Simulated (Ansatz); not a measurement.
`[OH][Mo]([OH])([F])([F])([F])[F]` + HCl → `[OH][Mo]([OH])([F])([F])([F])[Cl]` + H–F  (ligand exchange at a Mo–F bond)

Isolated molecules relaxed with PBE0-D4/def2-TZVP in Ansatz; ΔE leaves out vibrations. CBS: MP2 limit from def2 TZ/QZ plus the TZ coupled-cluster correction, frozen cores. This one scheme is used for every species. Functionals use def2-TZVPP. Elements past krypton have def2 core potentials. For Mo outer-core shells are correlated without core-valence functions, which leaves a few kJ/mol of doubt a bond. One conformer a species, not always the lowest.

`[OH][Mo]([OH])([F])([F])([F])[F]`:

Cartesian coordinates in Å:
```
O -0.534 -1.120 1.188
Mo 0.260 0.117 0.097
O -1.318 0.596 -0.730
F 1.988 -0.011 0.710
F 0.606 -1.337 -1.000
F 0.062 1.428 1.361
F 1.015 1.155 -1.244
H -0.694 -2.061 1.067
H -1.384 1.234 -1.449
```

HCl:

```xyz
2

Cl    0.327   -0.444    0.323
H    -0.327    0.444   -0.323
```

`[OH][Mo]([OH])([F])([F])([F])[Cl]`:

```xyz
9

O     0.409   -1.293   -0.968
Mo   -0.088    0.010    0.249
O    -0.941    1.041   -1.002
F     1.365    1.108   -0.108
F    -1.648   -0.882    0.612
F     1.058   -0.960    1.354
Cl   -0.520    1.259    2.113
H     0.961   -2.039   -0.702
H    -0.597    1.757   -1.546
```

H–F:

```xyz
2

F    -0.269    0.347    0.137
H     0.269   -0.347   -0.137
```

```csv
level,ΔE (kcal/mol)
ωB97X-V,9.2
r2SCAN,7.1
MP2/def2-TZVPP,1.4
SCS-MP2/def2-TZVPP,3.9
```

Q: What does CCSD(T)/CBS give? (Best estimate.)

A: Computed: +3.6 kcal/mol. The listed levels differ from it by 5.6, 3.5, -2.2, 0.3 kcal/mol.

Largest T1 diagnostic among the species: 0.025, so the coupled-cluster value is less sure than usual.

In def2-TZVPP, CCSD(T) changes the Hartree–Fock value by −5.2 kcal/mol (the triples alone add −1.6 kcal/mol) and MP2 by −9.1 kcal/mol. The D4 term adds −1.7 kcal/mol with B3LYP and −0.9 kcal/mol with PBE0; it sums over pairs of atoms, weighted by their polarisabilities, and B3LYP, whose exchange is more repulsive, gets the larger term.

B3LYP here is the variant with VWN-RPA as its local correlation; programs differ in this.
